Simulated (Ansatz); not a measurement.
F4Ge, charge +1, doublet, geometry from GFN2-xTB (a state made from the parent by changing its charge; the spin is typed, not shown lowest). Base run: CAM-B3LYP/6-31G in Ansatz (a quantum-chemistry and plane-wave program).

Geometry (Å):
```xyz
5

F      1.3096    -1.0910    -0.1141
Ge     0.0000     0.0000     0.0000
F      0.5927     1.6022     0.0083
F     -1.0392    -0.2158    -1.3385
F     -0.8630    -0.2954     1.4444
```
Charge +1, spin multiplicity 2.
Orbitals are unrestricted.
All else is at Ansatz's defaults.

The base run was repeated with changes; each row names its change, and settings that it needs were set with it.

```tsv
change	basis functions	E (Eh)	core-seconds (rough)	outcome
base	65	-2475.52863	20	converged
basis = def2-TZVPD	-	-	-	cut at the time limit
basis = STO-3G	38	-2446.21842	10	converged
basis = 3-21G	59	-2463.81927	20	converged
basis = pcseg-1	83	-2475.64577	20	converged
basis = cc-pVDZ	83	___	30	converged
basis = def2-SV(P)	___	___	40	converged
basis = 6-31G**	95	-2475.69386	40	converged
basis = 6-31G*	95	-2475.69386	40	converged
basis = 6-311G**	116	-2476.04644	40	converged
basis = pcseg-2	163	-2476.21272	100	converged
basis = cc-pVTZ	163	___	70	converged
```

Problem. Complete the blanks.

Solution. 
- basis = cc-pVDZ, E (Eh): -2475.95171
- basis = def2-SV(P), basis functions: 88
- basis = def2-SV(P), E (Eh): -2475.39782
- basis = cc-pVTZ, E (Eh): -2476.18853

Totals compare only among sets that treat the same electrons; sets with core potentials leave the core out.
